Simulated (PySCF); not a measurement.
**Identify the compound**

An unknown has the formula C4H12N2P2. Its calculated NMR data are:

1H NMR (300 MHz, computed): δ 3.08 (m, 4H), 2.55 (m, 6H), 1.49 (m, 2H).

13C{1H} NMR (computed): δ 59.1 (CH2, 2C), 38.1 (CH3, 2C).

[PySCF 2.14: coordinates at the GFN2-xTB level; shieldings: GIAO PBE0/pcSseg-1; equivalent nuclei averaged; no relativistic terms; a single conformation; in vacuum]

Referencing at the same level of theory: TMS for 1H (σ = 31.72 ppm), 13C (σ = 186.93 ppm).

Question: Deduce the structure.

Answer: 
- 2 carbon signals for 4 carbons: some carbons are equivalent by symmetry or fast rotation.
- Carbon types of the structure: 2 × CH2, 2 × CH3, leaving 2 H on heteroatoms.
- δC 59.1: sp3 CH2 bonded to N; deshielded by the electronegative neighbour.
- δC 38.1: methyl carbon bonded to N; the inductive effect lowers its shielding.
- δH 3.08: hydrogen on an sp3 CH2 bonded to N; its carbon carries N, hence the downfield position.
- δH 2.55: hydrogen on a methyl carbon bonded to N; its carbon carries N, hence the downfield position.
- δH 1.49: hydrogen on a phosphorus bonded to P.

The compound is SMILES P1(P)N(C)CCN1C.

This is the structure that produced the data.

Splittings by 31P in the carbon and heteronuclear signals aren't shown, as no couplings were computed. Shifts are as computed. Against solution values, carbons near 30 ppm lie about +3 ppm off and those near 130 ppm about +5 ppm. Of 1211 compounds with measured shifts, 218 miss one by over three times the rms of a fit or turn the order of signals round; such compounds aren't used in these exercises. No couplings were computed; multiplicities are counted from neighbouring protons, with m where these are inequivalent, close in shift, in a saturated or five-membered ring or joined by F or P, and br s for small geminal =CH2 splittings.
